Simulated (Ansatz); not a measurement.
Abridged output of a molecular run in Ansatz:

```
Functional definition: HF
  name "HF"
  cite "Fock, Z. Phys. 61, 126 (1930) doi:10.1007/BF01340294"
  parent pbe
  exchange = exact_x
  correlation = 0
1648 factors; integrals over basis functions are off by at most 9.3e-4 eV
mean field evaluation 1: about -30391.8251 eV, gradient 3.6e1 eV
mean field evaluation 2: about -30392.1356 eV, gradient 3.6e1 eV
mean field evaluation 4: about -30395.4131 eV, gradient 4.0e0 eV
mean field evaluation 8: about -30395.4789 eV, gradient 2.6e-1 eV
mean field evaluation 16: about -30395.4793 eV, gradient 2.5e-6 eV
mean field -30395.47926988 eV, -1117.0132603723 hartree, gradient 2.5e-6 eV, S^2 0.000000; 0 other end points of the search recorded, 0 dependent functions left out
17 core orbitals not correlated: weight in the atoms' cores, before any rotation towards them, 1.000 or more for the frozen orbitals, at most 0.000 for the correlated occupied ones
reference -30395.47926988 eV, -1117.0132603723 hartree; 16, 16 occupied and 253, 253 virtual orbitals, 1648 factors
second order -23.18029082 eV of doubles, -0.00000000 eV of singles
cycle   1  -24.08949452 eV  change   -9.1e-1 eV  update   1.0e-1
cycle   2  -24.67517335 eV  change   -5.9e-1 eV  update   3.1e-2
cycle   3  -24.79530568 eV  change   -1.2e-1 eV  update   1.5e-2
cycle   4  -24.78639412 eV  change    8.9e-3 eV  update   3.3e-3
cycle   5  -24.78388213 eV  change    2.5e-3 eV  update   1.3e-3
cycle   6  -24.78414780 eV  change   -2.7e-4 eV  update   4.0e-4
cycle   7  -24.78393863 eV  change    2.1e-4 eV  update   1.3e-4
cycle   8  -24.78390497 eV  change    3.4e-5 eV  update   4.4e-5
cycle   9  -24.78392756 eV  change   -2.3e-5 eV  update   1.9e-5
perturbative correction -0.91887042 eV, -0.0337678653 hartree
Total energy: -30421.18206787 eV, -1117.9578207764 hartree
```

Its atoms:

```xyz
12

C    -1.134   -0.496    1.391
Si   -0.977    0.838    0.119
F     0.095    1.905    0.649
S    -0.367    0.124   -1.790
Si    1.686   -0.313   -1.365
H    -0.190   -1.026    1.530
H    -1.435   -0.068    2.350
H    -1.891   -1.219    1.080
H    -2.257    1.547   -0.112
H     2.119   -1.297   -2.386
H     1.828   -0.901   -0.008
H     2.522    0.907   -1.458
```

Problem. Which basis set was used?
A. def2-QZVPP
B. def2-SVPD
C. def2-TZVPP
D. cc-pV(D+d)Z

Solution. C. It gives 286 functions.

Problem. Write the keys of the input that set method, charge and spin (a neutral closed shell needs none for the last two).

Solution. 
```yaml
correlation: {method: ccsd_t}
```
